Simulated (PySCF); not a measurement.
# S²⁺ (sulfur, charge +2) across methods

[Ne] 3s1 3p2 4s1, high-spin 5P determinant (an excited configuration). Calculation: PySCF 2.14, in dyall-av2z; the non-relativistic Hamiltonian (point nucleus).

```
   method  E (hartree)  mean ε 3s α (eV)  mean ε 3p α (eV)  mean ε 4s α (eV)  Σ⟨r²⟩ (bohr²)   ⟨S²⟩
   r2SCAN    -395.8840           -47.599           -35.377           -14.569          28.26  6.000
      UHF   -395.41818           -55.845           -41.050           -16.499          28.34  6.000
      PBE    -395.7340           -46.598           -34.751           -14.587          27.77  6.000
  wB97M-V    -395.8921           -51.225           -38.399           -16.819          27.70  6.000
    B97-3    -395.8450           -49.059           -36.408           -15.135          28.01  6.000
     PBE0    -395.7679           -49.078           -36.483           -15.144          27.94  6.000
BHandHLYP    -395.9090           -51.192           -37.845           -15.477          28.10  6.000
```

Estimate the same row for LDA.

E (hartree) = -394.5155; mean ε 3s α (eV) = -46.475; mean ε 3p α (eV) = -34.639; mean ε 4s α (eV) = -14.764; Σ⟨r²⟩ (bohr²) = 27.66; ⟨S²⟩ = 6.000.

The outer electron is Rydberg-like, and this basis confines it to a smaller radius and binds it less than a complete one would.
